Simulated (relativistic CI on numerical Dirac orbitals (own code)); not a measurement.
Radial Dirac CI calculation of Bi³⁵⁺: levels, rates and radial parameters.

Command:

```sh
python run_levels.py task.json out
```

Input:

```
atom Bi  Z=83  charge=35  electrons=48
nucleus A=209  rms_radius_fm=5.5211
hamiltonian dirac-coulomb  breit=on  qed=on  c_scale=1
orbitals kli  potential=per-configuration
slater_scale 1
correlation none
mixing on
configurations
  [Kr] 4d10 4f2
  [Kr] 4d9 4f3
  [Kr] 4d8 4f4
  [Kr] 4d10 4f 5s
  [Ar] 3d10 4s2 4p5 4d10 4f3
  [Kr] 4d10 4f 5p
  [Kr] 4d10 5s2
  [Kr] 4d10 5s 5p
  [Ar] 3d10 4s 4p6 4d10 4f3
  [Kr] 4d10 4f 5d
  [Ar] 3d10 4s2 4p4 4d10 4f4
  [Kr] 4d9 4f2 5s
  [Kr] 4d10 5p2
  [Kr] 4d10 5s 5d
  [Kr] 4d9 4f 5s2
  [Kr] 4d10 4f 5f
  [Kr] 4d8 4f3 5s
  [Kr] 4d10 5p 5d
  [Kr] 4d9 4f2 5p
  [Kr] 4d9 4f 5s 5p
end
```

Hardware: one thread of Neoverse-V1, on a shared host. Rates were computed among at most 500 levels.

(1) How large is the problem, and how long does it take?

## Answers

(1) 10893 determinants at the lowest M give 10893 levels; 153 SCF iterations in all; about 37 s of CPU and 0.55 GiB at the peak.
